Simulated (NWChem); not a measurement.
System: SeCl$_{2}$; SMILES Cl[Se]Cl

```xyz
3

Se     0.0000     0.0000     0.6874
Cl    -1.7111     0.0000    -0.6870
Cl     1.7111     0.0000    -0.6870
```
Atoms are numbered in this order, from 1.

Computed with NWChem. Pople sets run with spherical d functions. Structure relaxed at the B3LYP/6-31G* (spherical d) level. GIAO values for the isolated, static molecule; σ is the absolute isotropic shielding. Spin-orbit effects, on the heavy nuclei and on their neighbours, are missing.

Problem. Predict the results for B3LYP/6-31G*. Quantities: σ Se1 (ppm); σ Cl2 (ppm).

Solution. 
```yaml
"σ Se1 (ppm)": -567.4
"σ Cl2 (ppm)": 726.0
```
